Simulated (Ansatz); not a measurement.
H5O2Si2 can be A, `O[SiH](O)[SiH2]`•, or B, `O[SiH]O[SiH3]`•.

Program: Ansatz. Geometries: PBE0-D4/def2-TZVP. ΔE: electronic, gas phase. CCSD(T)/CBS adds triple-zeta CCSD(T) − MP2 to the extrapolated MP2 energy (def2 sets, frozen cores). Functionals use def2-TZVPP. B3LYP here is the variant with VWN-RPA as its local correlation; programs differ in this. Open shells (•) are unrestricted, without spin–orbit coupling. One conformer a species, not always the lowest.

A:

Z-matrix (Å, degrees):
```
Si
O 1 1.646
Si 1 2.331 2 103.3
O 1 1.647 2 112.7 3 -124.4
H 1 1.484 2 111.5 3 120.7
H 2 0.959 1 117.5 3 -173.5
H 3 1.489 1 115.3 2 -45.8
H 3 1.489 1 114.8 2 -175.2
H 4 0.959 1 117.3 2 67.7
```

B:

Z-matrix (Å, degrees):
```
Si
O 1 1.637
H 1 1.486 2 110.2
H 1 1.483 2 108.4 3 119.9
H 1 1.485 2 109.9 3 -120.4
Si 2 1.636 1 149.1 3 32.7
O 6 1.642 2 110.4 1 -154.2
H 6 1.492 2 109.5 1 91.5
H 7 0.959 6 118.3 2 59.0
```

Task: Which is lower in electronic energy at CCSD(T)/CBS, and by how much? (Best estimate.)

Result: Computed: B, by 19.8 kcal/mol.

Task: Give E(B) − E(A) in kcal/mol with PBE0-D4, B3LYP-D4, ωB97M-V, CCSD/def2-TZVPP, PBE-D4, BLYP-D4, B2PLYP. (An estimate is asked.)

Result: The calculation gave: PBE0-D4 -16.3, B3LYP-D4 -20.8, ωB97M-V -20.0, CCSD/def2-TZVPP -20.3, PBE-D4 -14.9, BLYP-D4 -20.0, B2PLYP -21.7. None reverses the order clearly.

Task: Does the order hold for the free energy at 298.15 K (harmonic terms from PBE0-D4)? (An estimate is asked.)

Result: Computed: Yes: G(B) − G(A) = -21.8 kcal/mol, for one conformer each. Modes under 60 cm⁻¹, often nearly free rotors, make the harmonic entropy too high.

Largest T1 diagnostic: 0.014.

Leaving LDA and LC-ωPBE aside and taking each functional with its dispersion term where it has one, the values, not all of them listed here, spread over 7.8 kcal/mol, from BHLYP-D4 to revPBE-D4. In def2-TZVPP, CCSD(T) changes the Hartree–Fock value by +7.1 kcal/mol (the triples alone add +0.7 kcal/mol) and MP2 by +4.9 kcal/mol.
